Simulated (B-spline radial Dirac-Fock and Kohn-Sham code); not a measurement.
## Diagram lines of La²²⁺

System: the La²²⁺ ion, configuration [Ar] 3d10 4s2 4p5.

Level of theory: Dirac-Fock (average of configuration) total-energy differences with a finite nucleus, the Breit interaction including its frequency dependence, and self-energy and vacuum-polarisation corrections; an atomic code on a B-spline grid. A line energy is the difference of two single-hole energies; the list is a selection of electric-dipole transitions between resolved j subshells. Correlation and solid-state effects are left out.

| line | energy (keV) | wavelength (Å) |
| --- | --- | --- |
| K-M2 | 37.756 | 0.32839 |
| K-L2 | 33.037 | 0.37529 |
| L2-N1 | 5.7316 | 2.1632 |
| L1-M2 | 5.0969 | 2.4325 |
| L2-M4 | 5.0749 | 2.4431 |
| L2-M1 | 4.5600 | 2.7189 |

Values without a named source are computed, but for edge energies of neutral atoms, which are taken from tables.
